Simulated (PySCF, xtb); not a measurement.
CH3BiCl2, SMILES [Cl][Bi]([Cl])[CH3].

Harmonic wavenumbers (cm⁻¹) from GFN2-xTB (xtb) at its own minimum, in rising order: 46, 87, 120, 128, 282, 301, 527, 772, 774, 1272, 1467, 1475, 3094, 3106, 3126.

Q: What does B3LYP-D3(BJ)/def2-SVP (PySCF 2.14.0) give at its own minimum? (The exact figures need the calculation; the answer reports its results.)

A: 53, 98, 126, 135, 320, 329, 464, 738, 740, 1183, 1416, 1422, 3045, 3164, 3181. Paired by order, the mean absolute difference is 39 cm⁻¹ and the zero-point energies are 23.7 and 23.5 kcal/mol.
